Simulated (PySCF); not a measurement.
Si(OSiH3)(H)2(Me) (CH₈OSi₂), SMILES C[SiH2]O[SiH3]. Heavy atoms are numbered as in [SiH2:1]([CH3:2])[O:3][SiH3:4]. Hydrogens are named by the atom that carries them.

The structure is a stationary point at PBE0-D3(BJ)/def2-SVP. Other conformers were not sampled.

Method: HF/def2-TZVP run with PySCF.

ESP charges are fitted to the potential on shells at 1.4 to 2.0 van der Waals radii. Atomic charges (e), one atom of each kind:

```json
[
 {"atom": "Si1 (SiH2)", "ESP fit": "…", "Mulliken": "0.61"},
 {"atom": "C2 (CH3)", "ESP fit": "-0.75", "Mulliken": "-0.50"},
 {"atom": "O3", "ESP fit": "…", "Mulliken": "-0.61"},
 {"atom": "Si4 (SiH3)", "ESP fit": "…", "Mulliken": "0.48"},
 {"atom": "H on Si1", "ESP fit": "-0.18", "Mulliken": "-0.08"},
 {"atom": "H on C2", "ESP fit": "0.18", "Mulliken": "0.12"},
 {"atom": "H on Si4", "ESP fit": "-0.08", "Mulliken": "-0.06"}
]
```

Task: Fill in the missing entries. (The exact figures need the calculation; the answer reports its results.)

Result: 
- Si1 (SiH2), ESP fit: 0.83
- O3, ESP fit: -0.40
- Si4 (SiH3), ESP fit: 0.41

Computed Mayer and Wiberg (Löwdin basis) orders of the bonds:
```tsv
bond	Mayer	Wiberg
Si1–C2	1.00	1.22
Si1–O3	1.00	1.50
O3–Si4	1.05	1.56
```
